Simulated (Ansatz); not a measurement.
B₄O₁₀H₈, a hydroxylated oxide cluster. The state is a singlet with charge 0. Geometry PBE-D4/def2-SVP.

```xyz
22

B    -0.573    0.491   -0.960
B     0.639   -1.235    0.447
B     0.596   -2.487   -1.703
B    -0.274    2.123    2.522
O    -0.001   -3.613   -2.221
O     1.269   -1.527   -2.439
O    -1.452   -0.389   -1.539
O    -0.555    1.867   -1.163
O     1.029   -1.348    1.741
O     0.347    0.053   -0.049
O     0.553   -2.350   -0.337
O    -0.635    2.310    3.833
O     0.903    1.420    2.248
O    -1.098    2.642    1.559
H     0.081   -3.697   -3.184
H     1.270   -1.695   -3.396
H    -2.125    0.011   -2.114
H    -1.223    2.204   -1.783
H     1.012   -0.470    2.192
H     0.018    1.900    4.425
H     0.998    1.272    1.280
H    -0.779    2.518    0.641
```

In the singlet geometry the species has come apart into loosely held pieces.

Problem. Estimate the orbital energies around the gap (eV) in Ansatz with HF/def2-TZVP, PBE-D4/def2-TZVP, revPBE-D4/def2-TZVP, r2SCAN-D4/def2-TZVP, PBE0-D4/def2-SVP.

Solution. 
| orbital | HF/def2-TZVP | PBE-D4/def2-TZVP | revPBE-D4/def2-TZVP | r2SCAN-D4/def2-TZVP | PBE0-D4/def2-SVP |
| --- | --- | --- | --- | --- | --- |
| HOMO−5 | -14.22 | -8.01 | -7.92 | -8.42 | -9.51 |
| HOMO−4 | -14.14 | -7.89 | -7.81 | -8.31 | -9.40 |
| HOMO−3 | -14.03 | -7.78 | -7.70 | -8.19 | -9.28 |
| HOMO−2 | -13.65 | -7.59 | -7.51 | -7.97 | -9.00 |
| HOMO−1 | -13.55 | -7.42 | -7.33 | -7.82 | -8.89 |
| HOMO | -13.38 | -7.20 | -7.12 | -7.60 | -8.59 |
| LUMO | 2.09 | -1.40 | -1.29 | -0.72 | 0.13 |
| LUMO+1 | 2.74 | -0.82 | -0.72 | -0.04 | 0.75 |
| LUMO+2 | 3.54 | -0.08 | 0.08 | 0.42 | 1.26 |
| LUMO+3 | 4.14 | 0.09 | 0.21 | 0.71 | 1.88 |
| LUMO+4 | 4.34 | 0.59 | 0.65 | 1.34 | 2.18 |
| LUMO+5 | 4.57 | 0.80 | 0.94 | 1.41 | 2.30 |
